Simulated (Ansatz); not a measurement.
Basis-set extrapolation for C₂H₆BClS (`CC(Cl)BS`) (PBE0-D4/def2-TZVP geometry, frozen core, Ansatz 0.2.0). Multiplicity 1, RHF reference.

|  | def2-TZVPP | def2-QZVPP |
| --- | --- | --- |
| HF | -961.034213 | -961.062705 |
| MP2 correlation | -0.817856 | -0.881202 |
| CCSD(T) correlation | -0.918243 | not run |

Energies in hartree. Use E(X) = E(∞) + A·exp(−7.88·√X) for Hartree–Fock and E(X) = E(∞) + B·X^(−2.97) for correlation, with X = 3 and 4, and add CCSD(T) minus MP2 of the smaller set to the MP2 limit.

Question: What is the CCSD(T) energy at the basis-set limit?

Answer: HF limit: -961.062705 + (-0.028492) × 0.13774 = -961.06663. MP2 limit: -0.881202 + (-0.063346) × 0.74074 = -0.92812. Higher-order term: -0.918243 − (-0.817856) = -0.10039. Total: -962.09514 hartree, 374.6 kJ/mol below CCSD(T)/def2-TZVPP.
